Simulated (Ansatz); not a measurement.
Cl3HO2W (`[O]=[W]([OH])([Cl])([Cl])[Cl]`). Total charge 0; spin multiplicity 1. W: def2 effective core potential.

| atom | x (Å) | y (Å) | z (Å) |
| --- | --- | --- | --- |
| O1 | 0.1519 | 1.2238 | -1.4947 |
| W2 | -0.2047 | 0.1926 | -0.2286 |
| O3 | 1.5144 | -0.2862 | 0.3183 |
| Cl4 | -0.3513 | 1.4465 | 1.6970 |
| Cl5 | -2.5009 | 0.2388 | -0.2395 |
| Cl6 | -0.4085 | -1.9397 | -1.0748 |
| H7 | 1.7991 | -0.8757 | 1.0222 |

(1) What are the harmonic wavenumbers in cm⁻¹ at PBE0-D4/def2-TZVP (Ansatz, finite differences of forces, unscaled)? (Best estimate.)

(2) Is this a minimum?

(3) Give the ideal-gas thermochemistry at 298.15 K and 1 bar (rigid rotor, harmonic oscillator; point group Cs, symmetry number 1).

(4) And at 400, 500, 600, 800 and 1000 K?

(5) Rotational constants (cm⁻¹)?

Results:

(1) Ansatz gave: 56, 64, 167, 192, 222, 253, 298, 342, 391, 402, 419, 567, 734, 1084, 3882.

(2) Yes, all 15 modes are real.

(3) Zero-point energy 54.3 kJ/mol; H(298) − E = 79.5 kJ/mol; entropy 403.5 J/(mol·K), of which translation 180.9, rotation 124.0, vibration 98.6; G(298) − E = -40.8 kJ/mol. Modes under 100 cm⁻¹ are hindered rotations or soft bends, so the harmonic entropy is rough.

(4) 
```json
{"T (K)": "400", "H − E (kJ/mol)": "92.4", "S (J/mol/K)": "440.7", "G − E (kJ/mol)": "-83.9"}
{"T (K)": "500", "H − E (kJ/mol)": "105.8", "S (J/mol/K)": "470.5", "G − E (kJ/mol)": "-129.5"}
{"T (K)": "600", "H − E (kJ/mol)": "119.6", "S (J/mol/K)": "495.7", "G − E (kJ/mol)": "-177.8"}
{"T (K)": "800", "H − E (kJ/mol)": "148.1", "S (J/mol/K)": "536.6", "G − E (kJ/mol)": "-281.2"}
{"T (K)": "1000", "H − E (kJ/mol)": "177.2", "S (J/mol/K)": "569.0", "G − E (kJ/mol)": "-391.9"}
```

(5) 0.0533, 0.03991, 0.02943.
